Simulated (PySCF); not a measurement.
Coordinates in bohr (charge -1 multiplicity 1):
```
Pt    0.0149    0.0000    0.0000
H     0.1342    0.0000    3.1347
H     0.1342    0.0000   -3.1347
H     3.0269    0.0000    0.0000
H    -3.0896    0.8351    0.0000
H    -3.0896   -0.8352    0.0000
```

Computed with PySCF, PBE0, basis Pt def2-TZVPD with ECP60, H def2-TZVPD (scalar-relativistic core potentials, no spin–orbit coupling, density fitting).

This geometry of [PtH5]- is a stationary point at this level.

(1) What is the point group?

(2) Is it a minimum?

(3) What are the dipole moment and the gap between the highest occupied and lowest empty levels?

(4) Give the atomic charges and bond orders.

## Answers

(1) C2v.

(2) No: it has 1 imaginary mode, at 471i cm⁻¹ (a2).

(3) 1.85 D about the centre of mass and 4.69 eV.

(4) 
```json
{"atom": "Pt1", "Mulliken": "-0.50", "Löwdin": "-0.03", "polar tensor": "-0.37", "Mayer order to Pt1": "–"}
{"atom": "H2,3", "Mulliken": "-0.22", "Löwdin": "-0.25", "polar tensor": "-0.31", "Mayer order to Pt1": "0.76"}
{"atom": "H4", "Mulliken": "-0.04", "Löwdin": "-0.26", "polar tensor": "-0.12", "Mayer order to Pt1": "0.84"}
{"atom": "H5,6", "Mulliken": "-0.01", "Löwdin": "-0.10", "polar tensor": "0.05", "Mayer order to Pt1": "0.42"}
```
Other Mayer orders above 0.3: H–H 0.72.

Other isomers or separated fragments may lie lower. The lowest empty level of this anion is unbound, so it and the gap depend on the basis. At this level a singlet minimum of C2v symmetry lies 19 kJ/mol below this structure. No spin–orbit coupling is included, which matters more the heavier the element.
